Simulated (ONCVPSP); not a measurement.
# platinum: excitation energies, all-electron against ONCV

ONCVPSP 4.0.1 input, shortened (lines: element, Z, core and valence counts, functional; n l f; lmax; l rc ep ncon nbas qcut; lloc lpopt rc5 dvloc0; l nproj debl; icmod fcfact rcfact), PBE, scalar-relativistic:

```
  Pt 78.00   11    3        4      upf
    1    0    2.00
    2    0    2.00
    2    1    6.00
    3    0    2.00
    3    1    6.00
    3    2   10.00
    4    0    2.00
    4    1    6.00
    4    2   10.00
    4    3   14.00
    5    0    2.00
    5    1    6.00
    5    2    9.50
    6    0    0.50
    2
    0    2.65    0.00    5    8    2.60
    1    1.10    0.00    4    8    7.00
    2    1.35    0.00    4    8    7.60
    4    5    0.80    1.00
    0    2    1.90
    1    2    3.90
    2    3    1.40
    3    1.75    1.60
```

Energies are relative to the spin-unpolarised reference configuration 5p6 5d9.5 6s0.5; without spin polarisation the order of configurations can differ from experiment.

```json
{"valence configuration": "5p6 5d9 6s1", "charge": "0", "ΔE all-electron (eV)": "0.123", "error AE − PS (meV)": "-2.6"}
{"valence configuration": "5p6 5d8 6s0", "charge": "+2", "ΔE all-electron (eV)": "29.283", "error AE − PS (meV)": "-0.3"}
{"valence configuration": "5p6 5d8 6s1 6p1", "charge": "0", "ΔE all-electron (eV)": "6.691", "error AE − PS (meV)": "-15"}
```

What are ΔE and the potential's error for 5p6 5d9 6s0?

ΔE = 9.317 eV all-electron; the error (AE − PS) is -2.4 meV.

Note: ghosts flagged at negative energy: s at -538.9 eV, s at -24.4 eV; GHOST(+) flagged for p at 235.5 eV. A true bound ghost makes a file unfit for plane-wave use.
